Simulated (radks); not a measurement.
Trend from Sc4+ to Zn4+: ionisation energy by Delta-SCF between NIST ground configurations, and size. Calculated with a radial shooting solver on a logarithmic mesh with Libxc functionals: scalar-relativistic Kohn-Sham, BLYP, spin-unpolarised, spherical densities, finite nucleus; Fermi nuclear charge, rms radius of each element as measured or else 0.836 A^(1/3) + 0.57 fm.

| species | configuration | IE (eV) | NIST (eV) | kind | -e(HOMO) (eV) |
|---|---|---|---|---|---|
| Sc4+ | [Ne] 3s2 3p5 | 93.059 | 91.95 | semi-emp. | 83.231 (3p) |
| Ti4+ | [Ar] | 99.602 | 99.30 | exp. | 89.251 (3p) |
| V4+ | [Ar] 3d1 | 65.197 | 65.282 | exp. | 55.155 (3d) |
| Cr4+ | [Ar] 3d2 | 68.343 | 69.46 | semi-emp. | 57.965 (3d) |
| Mn4+ | [Ar] 3d3 | 71.398 | 72.4 | semi-emp. | 60.688 (3d) |
| Fe4+ | [Ar] 3d4 | 74.374 | 75.0 | semi-emp. | 63.335 (3d) |
| Co4+ | [Ar] 3d5 | 77.277 | 79.5 | semi-emp. | 65.914 (3d) |
| Ni4+ | [Ar] 3d6 | 80.115 | 76.1 | semi-emp. | 68.431 (3d) |
| Cu4+ | [Ar] 3d7 | 82.894 | 80 | semi-emp. | 70.893 (3d) |
| Zn4+ | [Ar] 3d8 | 85.618 | 83 | semi-emp. | 73.305 (3d) |

Reference values: NIST Atomic Spectra Database (exp. = measured, semi-emp. = semi-empirical, theory = theoretical value adopted there). Spin polarisation and multiplet splitting are left out, so open shells lie too high by an amount that depends on their filling.

Beside tabulated values, note that spin-unpolarised runs miss the spin-polarisation part of the exchange energy of open shells.
